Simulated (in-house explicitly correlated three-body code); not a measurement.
Computed with an exponentially correlated three-body code. Model: two electrons around a point charge, non-relativistic, variational in 260 exponentially correlated functions (energies converged to about 1e-7 hartree, or 1e-8 relative for large Z).

Command:
```bash
python run_hyl.py task.json out
```
Settings (lengths in bohr, energies in hartree):
```
Z                      10
nuclear_mass           25
interaction_strength   1
functions              260
states_tried           13
```

Time taken, with all properties: 28 s on 1 thread of Intel(R) Xeon(R) Platinum 8488C (Sapphire Rapids) (shared host).

**Those bound S and P states to n = 4 that converged, binding against the one-electron ion.**

Given: nuclear charge 10; mass of the centre 25 electron masses.

Computed: one-electron threshold -48.0769231 hartree.

```
term  energy (hartree)  binding (eV)
1 1S       -90.2761067        1148.3
2 3S         -58.33589        279.16
2 3P       -58.2521799        276.88
2 1S       -57.9870762        269.67
2 1P       -57.5346186        257.36
3 3S                 ?             ?
3 3P       -52.5170725        120.82
3 1S       -52.4590711        119.24
3 1P       -52.3360361         115.9
4 3S                 ?             ?
4 1S       -50.5351888        66.893
```

Question: What belongs in the row 3 3S?

Answer: energy (hartree): -52.5516126; binding (eV): 121.76.

Question: What belongs in the row 4 3S?

Answer: energy (hartree): -50.572725; binding (eV): 67.914.

**Converged states only, values per electron or pair.**

```json
{"term": "1 1S", "mean r (bohr)": "0.1621", "mean r squared (bohr²)": "0.035214", "mean inverse r (1/bohr)": "9.3152", "mean r12 (bohr)": "0.23671", "mean inverse r12 (1/bohr)": "5.7526", "mean cosine": "0.0019864", "mean p1 dot p2 (bohr⁻²)": "-0.18003", "delta r1 (bohr⁻³)": "264.63", "delta r12 (bohr⁻³)": "29.566"}
{"term": "2 3S", "mean r (bohr)": "0.40844", "mean r squared (bohr²)": "0.27064", "mean inverse r (1/bohr)": "5.9195", "mean r12 (bohr)": "0.68546", "mean inverse r12 (1/bohr)": "1.7177", "mean cosine": "0.0035308", "mean p1 dot p2 (bohr⁻²)": "-0.11873", "delta r1 (bohr⁻³)": "156.29", "delta r12 (bohr⁻³)": "-"}
{"term": "2 3P", "mean r (bohr)": "?", "mean r squared (bohr²)": "?", "mean inverse r (1/bohr)": "?", "mean r12 (bohr)": "?", "mean inverse r12 (1/bohr)": "?", "mean cosine": "?", "mean p1 dot p2 (bohr⁻²)": "?", "delta r1 (bohr⁻³)": "?", "delta r12 (bohr⁻³)": "-"}
{"term": "2 1S", "mean r (bohr)": "0.41863", "mean r squared (bohr²)": "0.28695", "mean inverse r (1/bohr)": "5.8996", "mean r12 (bohr)": "0.69892", "mean inverse r12 (1/bohr)": "2.0181", "mean cosine": "-0.0030965", "mean p1 dot p2 (bohr⁻²)": "-0.63927", "delta r1 (bohr⁻³)": "155.49", "delta r12 (bohr⁻³)": "5.2469"}
{"term": "2 1P", "mean r (bohr)": "0.37638", "mean r squared (bohr²)": "0.22941", "mean inverse r (1/bohr)": "5.8608", "mean r12 (bohr)": "0.60851", "mean inverse r12 (1/bohr)": "2.1471", "mean cosine": "0.057152", "mean p1 dot p2 (bohr⁻²)": "4.8624", "delta r1 (bohr⁻³)": "142.12", "delta r12 (bohr⁻³)": "1.2571"}
{"term": "3 3S", "mean r (bohr)": "0.83312", "mean r squared (bohr²)": "1.311", "mean inverse r (1/bohr)": "5.2972", "mean r12 (bohr)": "1.5206", "mean inverse r12 (1/bohr)": "0.83981", "mean cosine": "0.00198", "mean p1 dot p2 (bohr⁻²)": "-0.15862", "delta r1 (bohr⁻³)": "145.77", "delta r12 (bohr⁻³)": "-"}
{"term": "3 3P", "mean r (bohr)": "0.78179", "mean r squared (bohr²)": "1.1568", "mean inverse r (1/bohr)": "5.2983", "mean r12 (bohr)": "1.4204", "mean inverse r12 (1/bohr)": "0.93196", "mean cosine": "-0.013872", "mean p1 dot p2 (bohr⁻²)": "-1.6512", "delta r1 (bohr⁻³)": "141.27", "delta r12 (bohr⁻³)": "-"}
{"term": "3 1S", "mean r (bohr)": "0.84808", "mean r squared (bohr²)": "1.3637", "mean inverse r (1/bohr)": "5.2919", "mean r12 (bohr)": "1.5488", "mean inverse r12 (1/bohr)": "0.91947", "mean cosine": "0.00030555", "mean p1 dot p2 (bohr⁻²)": "-0.28094", "delta r1 (bohr⁻³)": "145.6", "delta r12 (bohr⁻³)": "1.5268"}
{"term": "3 1P", "mean r (bohr)": "0.81148", "mean r squared (bohr²)": "1.2565", "mean inverse r (1/bohr)": "5.2818", "mean r12 (bohr)": "1.4743", "mean inverse r12 (1/bohr)": "0.96416", "mean cosine": "0.016075", "mean p1 dot p2 (bohr⁻²)": "1.1419", "delta r1 (bohr⁻³)": "141.54", "delta r12 (bohr⁻³)": "0.42708"}
{"term": "4 3S", "mean r (bohr)": "?", "mean r squared (bohr²)": "?", "mean inverse r (1/bohr)": "?", "mean r12 (bohr)": "?", "mean inverse r12 (1/bohr)": "?", "mean cosine": "?", "mean p1 dot p2 (bohr⁻²)": "?", "delta r1 (bohr⁻³)": "?", "delta r12 (bohr⁻³)": "-"}
{"term": "4 1S", "mean r (bohr)": "1.4508", "mean r squared (bohr²)": "4.2573", "mean inverse r (1/bohr)": "5.0797", "mean r12 (bohr)": "2.7507", "mean inverse r12 (1/bohr)": "0.52338", "mean cosine": "0.00066342", "mean p1 dot p2 (bohr⁻²)": "-0.16167", "delta r1 (bohr⁻³)": "143.21", "delta r12 (bohr⁻³)": "0.63831"}
```

Question: What belongs in the row 2 3P?

Answer: mean r (bohr): 0.35325; mean r squared (bohr²): 0.19853; mean inverse r (1/bohr): 5.9291; mean r12 (bohr): 0.58693; mean inverse r12 (1/bohr): 2.078; mean cosine: -0.06865; mean p1 dot p2 (bohr⁻²): -6.824; delta r1 (bohr⁻³): 140.11.

Question: What belongs in the row 4 3S?

Answer: mean r (bohr): 1.4309; mean r squared (bohr²): 4.1339; mean inverse r (1/bohr): 5.0818; mean r12 (bohr): 2.7115; mean inverse r12 (1/bohr): 0.49118; mean cosine: 0.0013374; mean p1 dot p2 (bohr⁻²): -0.11415; delta r1 (bohr⁻³): 143.27.
